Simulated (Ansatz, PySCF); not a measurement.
Breaking the O3–H4 bond in BeH2O (SMILES [BeH][OH]) (multiplicity 1 held, fragments rigid). Energies count from the point at 0.952 Å.
Geometry at that point (charge 0, multiplicity 1):
```xyz
4

Be    -0.78408    -0.35296     0.02982
H     -1.99530    -0.89493     0.07985
O      0.51114     0.18522    -0.07360
H      1.04250     0.82503     0.38969
```

R- and RO- levels are restricted; in cc, def2 and unpolarised 6-31G sets they are followed outwards from rest. Unrestricted levels (U-) break spin symmetry where that is lower. Levels need not reach the same state.

Frozen-core correlation. Rows in 6-31G* carry no dispersion term and start afresh at each structure (6-31G* with six Cartesian d functions). MP2/6-31G* freezes PySCF's default core, which is smaller on s-block atoms.

Codes used: Ansatz (Gaussian orbitals); PySCF for 6-31G* rows. Values without a source in brackets are computed.

```json
[
 {"level": "U-HF/6-31G*", "energy at R = 3.046 Å (kcal/mol)": "88.73"},
 {"level": "R-PBE/aug-cc-pVTZ", "energy at R = 3.046 Å (kcal/mol)": "160.23"},
 {"level": "U-PBE/aug-cc-pVTZ", "energy at R = 3.046 Å (kcal/mol)": "130.87"},
 {"level": "R-B3LYP/6-31G*", "energy at R = 3.046 Å (kcal/mol)": "?"},
 {"level": "U-B3LYP/aug-cc-pVTZ", "energy at R = 3.046 Å (kcal/mol)": "130.03"},
 {"level": "R-wB97X-V/aug-cc-pVTZ", "energy at R = 3.046 Å (kcal/mol)": "?"},
 {"level": "R-MP2/6-31G*", "energy at R = 3.046 Å (kcal/mol)": "141.98"},
 {"level": "R-SCS-MP2/aug-cc-pVTZ", "energy at R = 3.046 Å (kcal/mol)": "144.60"},
 {"level": "U-CCSD(T)/aug-cc-pVTZ", "energy at R = 3.046 Å (kcal/mol)": "131.55"}
]
```

**Question.** Some entries are withheld; supply them.

**Answer.** 
- R-B3LYP/6-31G*, energy at R = 3.046 Å (kcal/mol): 168.65
- R-wB97X-V/aug-cc-pVTZ, energy at R = 3.046 Å (kcal/mol): 196.56

Doubts at one or more of the structures used: a spin-contaminated determinant (U-HF/6-31G*, U-PBE/aug-cc-pVTZ, U-B3LYP/aug-cc-pVTZ, U-CCSD(T)/aug-cc-pVTZ); a restricted determinant that unrestricted orbitals would lower (R-PBE/aug-cc-pVTZ, R-B3LYP/6-31G*, R-wB97X-V/aug-cc-pVTZ, R-MP2/6-31G*, R-SCS-MP2/aug-cc-pVTZ).

Ansatz is a first-principles code.
